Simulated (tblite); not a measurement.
C4H12Cl2OSi2.
SMILES with atom numbers: `[CH3:1][CH2:2][C@@H:3]([Cl:4])[SiH2:5][Si@H:6]([Cl:7])[O:8][CH3:9]` (hydrogens: H10, H11, H12 on C1; H13, H14 on C2; H15 on C3; H16, H17 on Si5; H18 on Si6; H19, H20, H21 on C9)

Computed geometry: GFN2-xTB, gas phase.

**Question.** List the bond lengths, angles and torsions at this level.

**Answer.** 
```tsv
bond	length (Å)
C1–C2	1.524
C2–C3	1.516
C3–Cl4	1.798
C3–Si5	1.916
Si5–Si6	2.298
Si6–Cl7	2.038
Si6–O8	1.621
O8–C9	1.400
C1–H10, C1–H11, C1–H12	1.087
C2–H13	1.091
C2–H14	1.093
C3–H15	1.092
Si5–H16	1.476
Si5–H17	1.468
Si6–H18	1.467
C9–H19, C9–H20, C9–H21	1.091
```

Bonds in one row agree within 0.01 Å and their mean is given. A selection of angles:
```tsv
angle	degrees
C2–C1–H10	110.5
H10–C1–H11	108.6
H10–C1–H12	108.5
C1–C2–C3	113.2
C1–C2–H13	109.8
C1–C2–H14	109.6
C3–C2–H13	109.2
C3–C2–H14	107.3
H13–C2–H14	107.7
C2–C3–Cl4	109.9
C2–C3–Si5	114.6
C2–C3–H15	109.6
Cl4–C3–Si5	104.2
Cl4–C3–H15	105.0
Si5–C3–H15	113.0
C3–Si5–Si6	108.8
C3–Si5–H16	106.0
C3–Si5–H17	105.4
Si6–Si5–H16	116.1
Si6–Si5–H17	113.1
H16–Si5–H17	106.6
Si5–Si6–Cl7	114.4
Si5–Si6–O8	97.9
Si5–Si6–H18	121.9
Cl7–Si6–O8	108.8
Cl7–Si6–H18	102.6
O8–Si6–H18	110.9
Si6–O8–C9	129.6
O8–C9–H19	110.5
O8–C9–H21	107.9
H19–C9–H20	108.9
```

Dihedral angles: C1–C2–C3–Cl4 65° (synclinal); C2–C3–Si5–Si6 -179° (antiperiplanar); C3–Si5–Si6–Cl7 -63° (synclinal); Si5–Si6–O8–C9 169° (antiperiplanar).

O8 (silyl ether oxygen) is bent (angle 129.6°). Of the pairs four or more bonds apart, Cl4···H12 is among the closest relative to their van der Waals radii: 2.79 Å, 94 % of the sum of Bondi's values. Si5 (SiH2 silicon) is distorted tetrahedral (angles from 105.4° to 116.1°). Si6 (chlorine-bound silicon) is distorted tetrahedral (angles from 97.9° to 121.9°).

Point group: C1 (no symmetry element, even within 0.4 Å). Its GFN2-xTB frequencies are all real (lowest 16 cm⁻¹). The numbers are those of one conformer. 3 starts were optimised and ended at 0.00, 0.13 and 0.76 kcal/mol (GFN2-xTB); the lowest of these is shown.
